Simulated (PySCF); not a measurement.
CH7F2NSi2, SMILES NC([SiH2]F)[SiH2]F.

The structure is a stationary point at r2SCAN-D4/def2-SVP. The structure was generated by enumeration, and PubChem lists no compound with its InChIKey, so it may never have been made. Other conformers were not sampled.

Calculation: PySCF with PBE/def2-TZVP.

The molecule is in vacuum.

Computed frontier levels, gap, dipole moment and polarisability:
```
Item                                                                                                            Value
---------------------------------------------------------------------------------------------  ----------------------
highest occupied level                                                                                       -5.71 eV
lowest empty level                                                                                           -1.16 eV
orbital gap                                                                                                   4.54 eV
dipole moment                                                                                                  1.99 D
quadrupole, principal values (traceless, Buckingham form, about the centre of nuclear charge)  -12.34, 4.90, 7.45 D·Å
mean static polarisability                                                                      72.8 bohr³ (10.79 Å³)
polarisability, principal values                                                               61.5, 75.0, 81.9 bohr³
```
